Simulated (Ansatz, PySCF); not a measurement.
H3O, SMILES [OH3+], charge +1.

Geometry: B3LYP-D3(BJ)/def2-TZVPD.

Two levels are set side by side: PBE/def2-TZVPD (Ansatz, an electronic-structure program) and EOM-CCSD/aug-cc-pVDZ (PySCF). PBE by ΔSCF, the other level by its IP root; same geometry, the bases differ. Differences are taken from unrounded values.

```csv
quantity,PBE
vertical ionisation energy (eV),24.78
```

Q: These are the PBE values. What does EOM-CCSD give? (The exact figures need the calculation; the answer reports its results.)

A: 
```tsv
quantity	EOM-CCSD	PBE minus EOM-CCSD
vertical ionisation energy (eV)	24.31	0.47
```

Here PBE gives about what the other level gives.
